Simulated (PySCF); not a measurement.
# Two-component Hartree-Fock for Pd (palladium, neutral)

Start: [Kr] 4d10. Calculated with PySCF 2.14 in x2c-TZVPall-2c (8s9p7d1f, 77 functions): generalised Hartree-Fock with the X2C-1e Hamiltonian and a Gaussian nucleus; one run each with spin-orbit coupling (SO) switched off, then screened by Boettger's factors. This is a chosen level, not necessarily the ground level.

```json
{"spinor shell": "1s1/2", "electrons": "2", "ε, spin-free (eV)": "-24475.0", "ε, screened SO (eV)": "-24473.3", "weight of nominal j (screened SO)": "1.000", "rms radius, screened SO (bohr)": "0.0365"}
{"spinor shell": "2s1/2", "electrons": "2", "ε, spin-free (eV)": "-3656.7", "ε, screened SO (eV)": "-3656.3", "weight of nominal j (screened SO)": "1.000", "rms radius, screened SO (bohr)": "0.150"}
{"spinor shell": "2p1/2", "electrons": "2", "ε, spin-free (eV)": "-3271.5", "ε, screened SO (eV)": "-3381.8", "weight of nominal j (screened SO)": "1.000", "rms radius, screened SO (bohr)": "0.130"}
{"spinor shell": "2p3/2", "electrons": "4", "ε, spin-free (eV)": "-3271.5", "ε, screened SO (eV)": "-3220.5", "weight of nominal j (screened SO)": "1.000", "rms radius, screened SO (bohr)": "0.135"}
{"spinor shell": "3s1/2", "electrons": "2", "ε, spin-free (eV)": "-694.69", "ε, screened SO (eV)": "-694.58", "weight of nominal j (screened SO)": "1.000", "rms radius, screened SO (bohr)": "0.403"}
{"spinor shell": "3p1/2", "electrons": "2", "ε, spin-free (eV)": "-564.86", "ε, screened SO (eV)": "-584.79", "weight of nominal j (screened SO)": "1.000", "rms radius, screened SO (bohr)": "0.399"}
{"spinor shell": "3p3/2", "electrons": "4", "ε, spin-free (eV)": "-564.86", "ε, screened SO (eV)": "-555.61", "weight of nominal j (screened SO)": "1.000", "rms radius, screened SO (bohr)": "0.410"}
{"spinor shell": "3d3/2", "electrons": "4", "ε, spin-free (eV)": "-359.04", "ε, screened SO (eV)": "-362.43", "weight of nominal j (screened SO)": "1.000", "rms radius, screened SO (bohr)": "0.387"}
{"spinor shell": "3d5/2", "electrons": "6", "ε, spin-free (eV)": "-359.04", "ε, screened SO (eV)": "-356.70", "weight of nominal j (screened SO)": "1.000", "rms radius, screened SO (bohr)": "0.390"}
{"spinor shell": "4s1/2", "electrons": "2", "ε, spin-free (eV)": "-104.47", "ε, screened SO (eV)": "-104.46", "weight of nominal j (screened SO)": "1.000", "rms radius, screened SO (bohr)": "1.02"}
{"spinor shell": "4p1/2", "electrons": "2", "ε, spin-free (eV)": "-65.330", "ε, screened SO (eV)": "-68.598", "weight of nominal j (screened SO)": "1.000", "rms radius, screened SO (bohr)": "1.11"}
{"spinor shell": "4p3/2", "electrons": "4", "ε, spin-free (eV)": "-65.330", "ε, screened SO (eV)": "-63.830", "weight of nominal j (screened SO)": "1.000", "rms radius, screened SO (bohr)": "1.14"}
{"spinor shell": "4d3/2", "electrons": "4", "ε, spin-free (eV)": "-8.927", "ε, screened SO (eV)": "-9.283", "weight of nominal j (screened SO)": "1.000", "rms radius, screened SO (bohr)": "1.71"}
{"spinor shell": "4d5/2", "electrons": "6", "ε, spin-free (eV)": "-8.927", "ε, screened SO (eV)": "-8.701", "weight of nominal j (screened SO)": "1.000", "rms radius, screened SO (bohr)": "1.76"}
```

```json
{"quantity": "E (hartree)", "spin-free": "-5042.32309", "screened SO": "-5043.17808"}
{"quantity": "M_J", "spin-free": "0", "screened SO": "0"}
{"quantity": "⟨J²⟩", "spin-free": "0.000", "screened SO": "0.000"}
{"quantity": "⟨L²⟩", "spin-free": "0.000", "screened SO": "0.015"}
{"quantity": "⟨S²⟩", "spin-free": "0.000", "screened SO": "0.015"}
```

Breit and QED terms are absent; they matter most for the inner s and p1/2 levels.

Densities and radii are taken from the X2C orbitals without a picture-change correction, which distorts them close to the nucleus.

Without spin-orbit coupling the j labels of p, d and f shells carry no meaning; the spin-free column gives the mean over the occupied spinors of each nl shell.
